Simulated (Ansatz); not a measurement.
```yaml
crystal:
  periodic: [false, false, false]
  atoms:
    - {symbol: In, position_ang: [0.613590, 1.071008, 0.011871]}
    - {symbol: Cl, position_ang: [2.862312, 1.259255, 0.036452]}
    - {symbol: Cl, position_ang: [-0.354367, 3.108994, -0.033215]}
    - {symbol: Si, position_ang: [-0.610010, -1.061497, 0.006590]}
    - {symbol: H, position_ang: [-1.884387, -0.877254, 0.631374]}
    - {symbol: H, position_ang: [0.156829, -2.046154, 0.707229]}
    - {symbol: H, position_ang: [-0.783966, -1.454353, -1.360310]}
basis:
  gaussian: {orbitals: def2-SVP, point_charges: [{charge: -1.00, position_ang: [5.757, 0.222, -0.656]}]}
hamiltonian: {xc: {name: PBE0}}
correlation: {method: rpa, electrons: all}
scf: {omitted_lower_state_checks: [starts]}
```

```sh
$ ansatz run in.yaml --threads 4 --pin off --events-out ev --progress --plain --max-ram 3916MiB
```

It prints (some lines left out):

```
Functional definition: PBE0
974 factors; integrals over basis functions are off by at most 1.2e-3 eV
mean field evaluation 1: about -38125.0107 eV, gradient 2.0e1 eV
mean field evaluation 2: about -38125.0728 eV, gradient 1.9e1 eV
mean field evaluation 4: about -38126.2102 eV, gradient 2.4e0 eV
mean field evaluation 8: about -38126.2308 eV, gradient 2.6e-1 eV
mean field evaluation 16: about -38126.2310 eV, gradient 7.8e-6 eV
mean field -38126.23098325 eV, -1401.1131457468 hartree, gradient 7.7e-6 eV, S^2 0.000000; 0 other end points of the search recorded, 0 dependent functions left out
reference -38057.29392641 eV, -1398.5797556352 hartree; 36, 36 occupied and 59, 59 virtual orbitals, 974 factors
Total energy: -38077.91687131 eV, -1399.3376348815 hartree
Checks for a lower state left out: starts
```

Hardware: 4 threads of Arm Neoverse V1 on a shared host. Wall time 2.4 s.

In the def2 sets In takes a core potential; there is no spin–orbit coupling. Correlated methods freeze no core orbitals; core or outer-core shells of In are correlated, in sets that lack core-valence functions.
